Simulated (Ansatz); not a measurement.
Gas-phase reaction R1 + 2 R2 → 3 P1, each structure at its B3LYP-D3(BJ)/def2-TZVP stationary point, reached from a drawn start (curvature not checked).
R1: BCl3 (SMILES ClB(Cl)Cl), charge 0, multiplicity 1.
P1, BClF2 (SMILES FB(F)Cl) (charge 0, multiplicity 1):
```xyz
4

B     -0.0613    -0.0822     0.0126
Cl     0.9754     1.3086    -0.2012
F     -0.0059    -0.7921     1.1178
F     -0.9082    -0.4344    -0.9292
```
R2, BF3 (SMILES FB(F)F) (charge 0, multiplicity 1, Z-matrix in Å and degrees):
```
B
F 1 1.3156
F 1 1.3156 2 120.00
F 1 1.3156 2 120.00 3 180.00
```

P less R. No zero-point or thermal terms.

Frozen-core correlation throughout.

Programs: Ansatz (a quantum-chemistry and plane-wave program). No computed number here is a measurement.

Total energies in hartree:

```tsv
structure	PBE/def2-TZVPP	r2SCAN/def2-TZVPP	CCSD(T)/cc-pV(Q+d)Z
R1	-1405.021737	-1405.517840	-1404.192318
P1	-684.597049	-684.887306	-684.258442
R2	-324.385130	-324.572694	-324.293343
```

Task: Work out the reaction energy at each level in meV (1 hartree = 27211.38625 meV), and say how far PBE/def2-TZVPP lies from CCSD(T)/cc-pV(Q+d)Z.

Result: 
- PBE/def2-TZVPP: 3 × (-684.597049) − (-1405.021737) − 2 × (-324.385130) = 0.000850 hartree = 23.1 meV
- r2SCAN/def2-TZVPP: 3 × (-684.887306) − (-1405.517840) − 2 × (-324.572694) = 0.001310 hartree = 35.6 meV
- CCSD(T)/cc-pV(Q+d)Z: 3 × (-684.258442) − (-1404.192318) − 2 × (-324.293343) = 0.003678 hartree = 100.1 meV
PBE/def2-TZVPP less CCSD(T)/cc-pV(Q+d)Z: -77.0 meV. CCSD(T)/cc-pV(Q+d)Z is the level counted from, the highest shown, and no exact or measured value.
